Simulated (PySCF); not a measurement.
Breaking a bond: SMILES SS (H2S2). The S1–S3 bond (S1 also carries H; S3 carries H) is pulled apart rigidly from the PBE0/def2-TZVP optimised geometry.

Calculation: CCSD(T) on UHF/6-31G, 10 core orbitals frozen in PySCF.

Relative to R = 2.27 Å, what are the energies at R = 1.97, 2.18, 2.79, 4.13 Å?

32.1 mEh at 1.97 Å, 2.9 mEh at 2.18 Å, 21.4 mEh at 2.79 Å, 53.2 mEh at 4.13 Å.

The unrestricted determinant behind UCCSD(T) is spin-contaminated at 2.40 to 7.10 Å (<S²> up to 1.0, against 0.00 for a pure singlet).
